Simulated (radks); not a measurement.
The numbers below are computed, except where a source is named.
Radial electron density D(r) = 4 pi r^2 rho(r) of an atom or ion with 19 electrons. Level of theory: scalar-relativistic Kohn-Sham, r2SCAN, spin-polarised, spherical densities, finite nucleus; meta-GGA in the generalised Kohn-Sham scheme; Fermi nuclear charge, rms radius of each element as measured or else 0.836 A^(1/3) + 0.57 fm (a radial shooting solver on a logarithmic mesh with Libxc functionals).

```
   r/bohr * D(r) (the largest magnitude, 96.8, reaches the edge; | marks zero)
 0.001731 |   *
 0.001952 |    *
   0.0022 |     *
 0.002481 |      *
 0.002775 |        *
 0.003129 |         *
 0.003528 |           *
 0.003977 |             *
 0.004485 |                *
 0.005056 |                  *
 0.005656 |                     *
 0.006377 |                        *
  0.00719 |                            *
 0.008106 |                               *
  0.00914 |                                  *
  0.01031 |                                     *
  0.01162 |                                        *
    0.013 |                                         *
  0.01465 |                                           *
  0.01652 |                                           *
  0.01863 |                                           *
    0.021 |                                          *
  0.02368 |                                         *
  0.02649 |                                       *
  0.02986 |                                      *
  0.03367 |                                      *
  0.03796 |                                       *
   0.0428 |                                          *
  0.04826 |                                             *
  0.05398 |                                                 *
  0.06086 |                                                    *
  0.06862 |                                                      *
  0.07737 |                                                     *
  0.08724 |                                                 *
  0.09836 |                                          *
     0.11 |                                  *
    0.124 |                           *
   0.1399 |                       *
   0.1577 |                      *
   0.1778 |                       *
   0.2005 |                         *
    0.226 |                          *
   0.2528 |                        *
    0.285 |                   *
   0.3214 |             *
   0.3624 |       *
   0.4086 |   *
   0.4606 | *
   0.5152 |*
   0.5809 *
    0.655 *
   0.7385 *
   0.8327 *
```

What is the nuclear charge?

Answer. Z = 59. The innermost maximum, from 1s, lies near gamma/Z bohr with gamma = sqrt(1 - (Z/c)^2) = 0.903, here 0.0153 bohr (found: 0.0168), and its height grows with Z. The density is that of the praseodymium ion Pr40+ in [Ar] 3d1; the configuration itself is not fixed sharply by these data, and Z only to a few units. D(r) has 3 maxima, at r = 0.0168, 0.0697, 0.219 bohr, and minima at 0.0324, 0.155 bohr, inside which lie 1.96, 10.57 electrons.
